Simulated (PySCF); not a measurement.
**From computed data to an observable: refractive index and permittivity of the vapour**

BeFHSe, SMILES [SeH][Be][F].

Geometry optimised at r2SCAN-D4/def2-TZVP. One conformer was computed; it need not be the lowest.

PySCF with HF/def2-TZVPD gives a mean static polarisability of 40.3 bohr³ and a dipole moment of 0.80 D. Take an ideal gas at 298.15 K and 0.1 bar, whether or not the substance is that volatile.

**Question.** Work out n − 1 in the optical limit and the static ε − 1.

**Answer.** 
Polarisability volume α' = 40.3 × 0.148185 = 5.97 Å³. Number density N = p/kT = 2.43e-6 Å⁻³.
Dilute limit of Lorentz–Lorenz: n − 1 = 2π N α' = 9.1e-5.
Orientation term of Debye: μ²/(3kT) = 8.098 Å³ × μ²(D²) = 5.18 Å³.
ε − 1 = 4π N (α' + μ²/3kT) = 0.00034. Orientation of the dipole supplies 46 % of the static response; it can't follow optical fields. Vibrational polarisation and dispersion are left out.
